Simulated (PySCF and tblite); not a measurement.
Results of a calculation; reference values are marked as such.
System: C₆H₁₂O, numbered as in [CH3:1][O:2][CH:3]1[CH2:4][CH2:5][CH2:6][CH2:7]1.

For the rotation about the C3–O2 bond (torsion C4–C3–O2–C1 from 80° to -55°, falling): electronic barrier 5.53 kcal/mol, zero-point change 0.03 kcal/mol, thermal and entropy terms at 298.15 K a further 0.71 kcal/mol (symmetry numbers apart). The minimum is C1, the saddle C1. Geometries: GFN2-xTB; energies: PBE0/pcSseg-1 + D3(BJ); zero-point and thermal terms from GFN2-xTB harmonic modes (soft modes blended into free rotors). Rates follow Eyring's equation with the number of equivalent paths and no tunnelling. Run with tblite and PySCF.

Q: How many equivalent paths lead out of the minimum?

A: 1: the symmetry number of the minimum is 1, that of the saddle displaced along its mode 1.

Q: Work out the rate at 298.15 K.

A: ΔG‡ = 6.27 kcal/mol; k_B T/h = 6.2×10¹² s⁻¹; exp(−ΔG‡/RT) = 2.5×10⁻⁵; times 1 gives k = 1.6×10⁸ s⁻¹. Wigner's tunnelling factor for the 127i cm⁻¹ mode would be 1.02.
